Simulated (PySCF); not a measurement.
Homolysis of single bonds, series Ga F-H. Gas-phase values, no solvent. Strings in code marks are SMILES.

The four lowest singlet excitations (Tamm–Dancoff). These are B3LYP-D3(BJ)/def2-TZVP (PySCF) values and carry that method's errors. B3LYP has the VWN-RPA correlation part, as in Gaussian. Excitations are Tamm–Dancoff values on a coarser integration grid. The basis has no diffuse functions, so Rydberg states are missing or too high.

| state | energy (eV) | wavelength (nm) | oscillator strength |
|---|---|---|---|
| S1 | 7.27 | 171 | 0.034 |
| S2 | 7.60 | 163 | 0.000 |
| S3 | 7.86 | 158 | 0.007 |
| S4 | 7.98 | 155 | 0.131 |

### Question
Name which member gives these states.
A) `[F][GaH][F]`
B) `[F][Ga]([F])[F]`
C) `[F][GaH2]`

### Answer
A, `[F][GaH][F]`
